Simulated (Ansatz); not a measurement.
**CH3BrGe: structure from calculated spectroscopic constants**

These gas-phase data were calculated for one isomer of CH3BrGe at PBE0-D3(BJ)/pcseg-1 (harmonic, unscaled wavenumbers; equilibrium rotational constants with average atomic masses):

- rotational constants: 9.81, 1.972, 1.659 GHz
- all wavenumbers above 1500 cm⁻¹: 3167, 3152, 3047
- dipole moment: 2.41 D (PBE0/def2-TZVPD)

Candidates:

(1) `[CH2]=[GeH][Br]`, a singlet
(2) `[CH3][Ge][Br]`, a singlet

Task: Which structure fits?

Result: Candidate (2). No mode falls between 1900 and 2250 cm⁻¹, where the Ge–H stretch of (1) would stand.

The same quantities for all candidates:

```
     rotational constants (GHz)  wavenumbers above 1500 cm⁻¹  dipole (D)  E above the lowest, PBE0-D3(BJ)/pcseg-1 (kcal/mol)
(1)          17.84, 1.855, 1.68             3319, 3194, 2230        1.35                                                32.4
(2)          9.81, 1.972, 1.659             3167, 3152, 3047        2.41                                                 0.0
```

Harmonic stretches to hydrogen usually lie a few per cent above observed fundamentals. Each candidate is one conformer. Programs: Ansatz 0.2.0.
